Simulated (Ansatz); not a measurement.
Reaction (ligand exchange at a Ga–N bond): `C[NH][Ga]([F])[F]` + `N=C=O` → `O=C=[N][Ga]([F])[F]` + CH₃NH₂

Program: Ansatz. Geometries: PBE0-D4/def2-TZVP. ΔE: electronic, gas phase. CCSD(T)/CBS adds triple-zeta CCSD(T) − MP2 to the extrapolated MP2 energy (def2 sets, frozen cores). This one scheme is used for every species. For Ga outer-core shells are correlated without core-valence functions, which leaves a few kJ/mol of doubt a bond. Scalar relativity is left out up to krypton. Each species was taken in one conformer, which may not be the lowest.

```csv
species,HF/CBS(def2) energy (Eh)
`C[NH][Ga]([F])[F]`,-2217.06907
`N=C=O`,-167.84607
`O=C=[N][Ga]([F])[F]`,-2289.66942
CH₃NH₂,-95.26299
```

Question: Work out ΔE.

Answer: ΔE = (-2289.66942) + (-95.26299) − (-2217.06907) − (-167.84607) = -0.01727 Eh = -0.47 eV. CCSD(T)/CBS gives -0.23 eV.

Question: What do rigid-rotor, harmonic-oscillator terms from PBE0-D4/def2-TZVP frequencies (298.15 K, 1 bar) make of the CCSD(T)/CBS value? (Estimate.)

Answer: Ansatz gave: ΔZPE = +0.06 eV, ΔH = -0.18 eV, ΔS = 6 J/(mol·K), ΔG = -0.19 eV.

Largest T1 diagnostic among the species: 0.018.

From BLYP to BHLYP (50 % exact exchange), in def2-TZVPP and without D4, ΔE moves by −0.11 eV. Leaving LDA and LC-ωPBE aside and taking each functional with its dispersion term where it has one, the values, not all of them listed here, spread over 0.12 eV, from BHLYP-D4 to BLYP-D4. LDA lies +0.10 eV from PBE without D4. At CCSD(T), def2-SVP lies −0.05 eV from the extrapolated value and def2-TZVPP −0.05 eV.
